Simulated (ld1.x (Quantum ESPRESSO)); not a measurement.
# Logarithmic derivatives: antimony, TM

Sb (Z = 51), norm-conserving Troullier–Martins (Kleinman–Bylander form), made with ld1.x (Quantum ESPRESSO) 7.5 (revPBE, fully relativistic). Core [Kr], reference 4d10 5s1.5 5p3.5. Waves: 5s (bound): rc 2.05 bohr; 5p (bound): rc 2.12 bohr; 4d (bound): rc 1.40 bohr. Local part: all-electron potential smoothed inside 1.85 bohr (lloc = -2). Core correction: Bessel-smoothed model core inside 0.65 bohr.

Open shells are filled in proportion to 2j + 1 (rel_dist='average').

The phase is arctan(r·u′/u) with u = r·R(r), unwrapped; energies in Ry, scanned from -5 to 5 Ry. A pole is an energy at which the radial function vanishes at the test radius. The pseudo phase is shifted by a multiple of π to meet the all-electron one at the reference energy, and phase errors are pseudo minus all-electron; the curves can meet again beyond the range given. Levels narrower than the energy grid can be missing from the lists of poles.

```json
{"channel": "s", "radius (bohr)": "2.31", "reference energy (Ry)": "-0.97", "poles, all-electron": "1.17", "poles, pseudo": "0.93, 3.36", "unbroken range about the reference energy with phases within 0.05 rad": "below 1.4", "phase error 1 Ry above the reference energy (rad)": "-0.008"}
{"channel": "p1/2", "radius (bohr)": "2.31", "reference energy (Ry)": "-0.40", "poles, all-electron": "2.52", "poles, pseudo": "2.15", "unbroken range about the reference energy with phases within 0.05 rad": "below 2.7", "phase error 1 Ry above the reference energy (rad)": "-0.011"}
{"channel": "p3/2", "radius (bohr)": "2.31", "reference energy (Ry)": "-0.36", "poles, all-electron": "2.81", "poles, pseudo": "2.28", "unbroken range about the reference energy with phases within 0.05 rad": "below 2.3", "phase error 1 Ry above the reference energy (rad)": "-0.016"}
{"channel": "d3/2", "radius (bohr)": "2.31", "reference energy (Ry)": "-2.57", "poles, all-electron": "-2.45", "poles, pseudo": "-2.45", "unbroken range about the reference energy with phases within 0.05 rad": "below 0.5", "phase error 1 Ry above the reference energy (rad)": "+0.004"}
{"channel": "d5/2", "radius (bohr)": "2.31", "reference energy (Ry)": "-2.47", "poles, all-electron": "-2.35", "poles, pseudo": "-2.35", "unbroken range about the reference energy with phases within 0.05 rad": "below 0.6", "phase error 1 Ry above the reference energy (rad)": "+0.004"}
```

Phases in the p1/2 channel:

| E (Ry) | all-electron | pseudo |
| --- | --- | --- |
| -5.00 | 1.352 | 1.349 |
| -4.48 | 1.335 | 1.332 |
| -3.96 | 1.315 | 1.311 |
| -3.44 | 1.288 | 1.284 |
| -2.92 | 1.251 | 1.247 |
| -2.40 | 1.198 | 1.194 |
| -1.88 | 1.114 | 1.109 |
| -1.36 | 0.959 | 0.955 |
| -0.84 | 0.609 | 0.606 |
| -0.32 | -0.212 | -0.212 |
| 0.20 | -0.961 | -0.968 |
| 0.72 | -1.268 | -1.281 |
| 1.24 | -1.411 | -1.429 |
| 1.76 | -1.494 | -1.519 |
| 2.28 | -1.550 | -1.586 |
| 2.80 | -1.593 | -1.649 |
| 3.32 | -1.631 | -1.723 |
| 3.84 | -1.666 | -1.847 |
| 4.36 | -1.703 | -2.219 |
| 4.88 | -1.745 | -3.821 |
